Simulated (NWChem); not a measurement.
Everything below was run with NWChem. System: H$_{2}$BF, charge 0, spin multiplicity 1, at a geometry optimised with PBE/def2-SVP. The structure started from a generated list of species. Level: TD-PBE/6-31G* (spherical d).

The NWChem input:

```
start mol
memory heap 200 mb stack 900 mb global 1100 mb
geometry units angstroms nocenter noautoz noautosym
  B      0.000000     0.000000    -0.675614
  H      1.079776     0.000000    -1.239859
  H     -1.079776     0.000000    -1.239859
  F      0.000000     0.000000     0.650865
end
basis spherical
  * library 6-31g*
end
dft
  xc xpbe96 cpbe96
  semidirect memsize 60000000 filesize 0
  iterations 100
end
tddft
  rpa
  nroots 10
  notriplet
end
task tddft energy
```

Output (cleaned and shortened):

```
             Northwest Computational Chemistry Package (NWChem) 7.3.0
             --------------------------------------------------------

                                NWChem Input Module
                                -------------------

 Scaling coordinates for geometry "geometry" by  1.889725989
 (inverse scale =  0.529177249)

                             Geometry "geometry" -> ""
                             -------------------------

 Output coordinates in angstroms (scale by  1.889725989 to convert to a.u.)

  No.       Tag          Charge          X              Y              Z
 ---- ---------------- ---------- -------------- -------------- --------------
    1 B                    5.0000     0.00000000     0.00000000    -0.67561400
    2 H                    1.0000     1.07977600     0.00000000    -1.23985900
    3 H                    1.0000    -1.07977600     0.00000000    -1.23985900
    4 F                    9.0000     0.00000000     0.00000000     0.65086500

 Effective nuclear repulsion energy (a.u.)      26.9152980746

            Nuclear Dipole moment (a.u.)
            ----------------------------
        X                 Y               Z
 ---------------- ---------------- ----------------
     0.0000000000     0.0000000000    -0.0000056692


 Summary of "ao basis" -> "" (spherical)
 ------------------------------------------------------------------------------
       Tag                 Description            Shells   Functions and Types
 ---------------- ------------------------------  ------  ---------------------
 *                           6-31g*                   on all atoms

  pbe96 is a nonlocal functional; adding pw91lda local functional.

                                 NWChem DFT Module
                                 -----------------

 Summary of "ao basis" -> "ao basis" (spherical)
 ------------------------------------------------------------------------------
       Tag                 Description            Shells   Functions and Types
 ---------------- ------------------------------  ------  ---------------------
 B                           6-31g*                  6       14   3s2p1d
[...]
     Occ.    6  a   ---  Virt.   10  a    0.09255 X
     Occ.    6  a   ---  Virt.   11  a    0.14674 X
     Occ.    7  a   ---  Virt.    9  a    0.17572 X
  ----------------------------------------------------------------------------
  Root   8 singlet a              0.500079248 a.u.               13.6079 eV
  ----------------------------------------------------------------------------
     Transition Moments    X -0.00000   Y  0.00000   Z -0.13577
     Transition Moments   XX  0.86789  XY -0.00000  XZ  0.00000
     Transition Moments   YY  0.33571  YZ  0.00000  ZZ  0.36747
     Dipole Oscillator Strength                    0.0061451580
     Electric Quadrupole                           0.0000000593
     Magnetic Dipole                               0.0000000000
     Total Oscillator Strength                     0.0061452173

          sigma_e =   1.7333 Angstrom
          sigma_h =   1.3390 Angstrom
         |d_h->e| =   0.0835 Angstrom
            d_exc =   2.4370 Angstrom
            d_CD1 =   0.4777 Angstrom
            d_CD2 =  -1.4527 Angstrom
            d_CD3 =   2.5205 Angstrom
     Pearson C.C. =  -0.2445

     Occ.    7  a   ---  Virt.   10  a    0.44558 X
     Occ.    7  a   ---  Virt.   11  a    0.53251 X
     Occ.    8  a   ---  Virt.   12  a   -0.71624 X
  ----------------------------------------------------------------------------
  Root   9 singlet a              0.516482151 a.u.               14.0542 eV
  ----------------------------------------------------------------------------
     Transition Moments    X  0.00000   Y  0.14677   Z -0.00000
     Transition Moments   XX  0.00000  XY  0.00000  XZ -0.00000
     Transition Moments   YY -0.00000  YZ  0.44687  ZZ  0.00000
     Dipole Oscillator Strength                    0.0074172634
     Electric Quadrupole                           0.0000001465
     Magnetic Dipole                               0.0000000176
     Total Oscillator Strength                     0.0074174275

          sigma_e =   1.7347 Angstrom
          sigma_h =   0.7868 Angstrom
         |d_h->e| =   1.4153 Angstrom
            d_exc =   2.3734 Angstrom
            d_CD1 =   2.3632 Angstrom
            d_CD2 =   0.1545 Angstrom
            d_CD3 =   3.7887 Angstrom
     Pearson C.C. =  -0.0006

     Occ.    6  a   ---  Virt.   10  a   -0.83099 X
     Occ.    6  a   ---  Virt.   11  a    0.55607 X
  ----------------------------------------------------------------------------
  Root  10 singlet a              0.531386155 a.u.               14.4598 eV
  ----------------------------------------------------------------------------
     Transition Moments    X  0.00000   Y  0.66988   Z -0.00000
     Transition Moments   XX  0.00000  XY  0.00000  XZ -0.00000
     Transition Moments   YY -0.00000  YZ -0.12461  ZZ  0.00000
     Dipole Oscillator Strength                    0.1589695931
     Electric Quadrupole                           0.0000000124
     Magnetic Dipole                               0.0000000158
     Total Oscillator Strength                     0.1589696213

          sigma_e =   1.7190 Angstrom
          sigma_h =   0.8199 Angstrom
         |d_h->e| =   1.2159 Angstrom
            d_exc =   2.2617 Angstrom
            d_CD1 =   2.1150 Angstrom
            d_CD2 =  -0.0536 Angstrom
            d_CD3 =   3.4775 Angstrom
     Pearson C.C. =  -0.0034

     Occ.    4  a   ---  Virt.    9  a    0.16137 X
     Occ.    6  a   ---  Virt.   10  a   -0.54716 X
     Occ.    6  a   ---  Virt.   11  a   -0.81689 X
     Occ.    7  a   ---  Virt.    9  a    0.07899 X

              Target root =      1
          Target symmetry = none
      Ground state energy =   -125.769577187100
        Excitation energy =      0.214818933675
     Excited state energy =   -125.554758253425

  stored tddft:energy   -125.55475825342501

 Task  times  cpu:       11.9s     wall:       11.9s

 Total times  cpu:       11.9s     wall:       11.9s
```
